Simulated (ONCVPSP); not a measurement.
u(r) = r·R(r): atom against pseudo-atom (nickel)

Columns: radius, all-electron u(r) and pseudo u(r) of the 3s shell (level -111.06 eV) of nickel in the configuration [Ne] 3s2 3p6 3d8 4s2; PBE, scalar-relativistic, ONCV scheme, ONCVPSP 4.0.1.

```tsv
r (bohr)	all-electron	pseudo
0.072	-0.0215	0.2263
0.145	-0.6571	0.4459
0.217	-0.5583	0.6438
0.290	-0.0752	0.8176
0.362	0.4482	0.9565
0.435	0.8696	1.0606
0.507	1.1373	1.1260
0.580	1.2706	1.1550
0.652	1.2982	1.1497
0.725	1.2543	1.1144
0.798	1.1666	1.0546
0.870	1.0575	0.9776
0.942	0.9402	0.8890
1.015	0.8221	0.7934
1.088	0.7105	0.6968
1.160	0.6098	0.6045
1.232	0.5197	0.5182
1.305	0.4392	0.4390
1.378	0.3694	0.3693
1.450	0.3103	0.3102
1.522	0.2597	0.2596
1.595	0.2162	0.2161
1.668	0.1795	0.1795
1.740	0.1492	0.1491
1.812	0.1238	0.1237
1.885	0.1022	0.1022
```

Task: How many radial nodes do the two functions have?

Result: The all-electron 3s function has n − l − 1 = 2 (the table is too coarse to show those close to the nucleus); the pseudo-wave has 0, since the states of the same l below it are removed with the core.

Task: At about which radius was the pseudo-wave matched?

Result: 1.40 bohr. The columns agree to 0.0005 from 1.30 bohr on; several derivatives are matched, so the curves merge somewhat inside the radius.

Task: Where does each function peak?

Result: Outermost all-electron maximum near 0.65 bohr, pseudo maximum near 0.58 bohr (to the table’s step).

Task: Is the pseudo-wave norm-conserving?

Result: Yes: the ONCV scheme keeps the norm inside the radius equal to the all-electron one, which fixes the energy derivative of the logarithmic derivative at the level.
